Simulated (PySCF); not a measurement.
thiourea (CH₄N₂S), SMILES C(N)(=S)N. Atoms are numbered in the order given.

```xyz
8

N     -0.0508    -1.1499     1.0486
C      0.0000     0.0000     0.3151
N      0.0508     1.1499     1.0486
S      0.0000     0.0000    -1.3526
H      0.2684    -1.1599     2.0117
H      0.0485    -2.0095     0.5235
H     -0.2684     1.1599     2.0117
H     -0.0485     2.0095     0.5235
```

Geometry optimised at B3LYP-D3(BJ)/def2-SVP. Other conformers were not sampled.

These are PBE/pcSseg-1 in PySCF values and carry that method's errors.

GIAO shieldings, no solvent; atoms alike by connectivity are averaged. δ = σ(ref) − σ: ¹⁵N against NH3 (σ = 267.0 ppm); ¹³C against TMS (σ = 182.0 ppm); ³³S against H2S (σ = 706.5 ppm); ¹H against TMS (σ = 31.49 ppm), references at their B3LYP-D3(BJ)/def2-TZVP geometries, non-relativistic.

Problem. Estimate the chemical shifts. (The exact figures need the calculation; the answer reports its results.)

Solution. 
| nucleus | atoms | count | δ (ppm) |
|---|---|---|---|
| ¹⁵N | N1, N3 | 2 | 121.2 |
| ¹³C | C2 | 1 | 184.6 |
| ³³S | S4 | 1 | 353.6 |
| ¹H | H5, H6, H7, H8 | 4 | 4.74 |
